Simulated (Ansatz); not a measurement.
Molecule: MgCl (charge 0, doublet). 
Geometry from a B3LYP-D3(BJ)/def2-TZVP (Ansatz, a program for electronic structure) optimisation:
SMILES: [Mg][Cl]
```xyz
2

Mg     0.0000     0.0000    -1.3021
Cl     0.0000     0.0000     0.9191
```
Charge 0, spin multiplicity 2.

Basis-set convergence of Hartree-Fock and CCSD correlation energies (hartree) with Ansatz. Correlated levels leave the core frozen unless marked. Open shells are spin-unrestricted. No spin-orbit coupling. Non-relativistic.

| basis | functions | E(HF) | E(corr, CCSD) |
|---|---|---|---|
| def2-SVP | 36 | -658.96131 | -0.15724 |
| def2-TZVPP | 74 | -659.18877 | -0.22242 |
| def2-QZVPP | 133 | -659.21062 | -0.24401 |

Extrapolating the two largest sets (X = 3 and 4) as X^-3: E(corr) = (64·(-0.24401) - 27·(-0.22242))/37 = -0.2598 Eh, an estimate of the basis-set limit. The largest set recovers 93.9 % of it, the smallest 60.5 %.
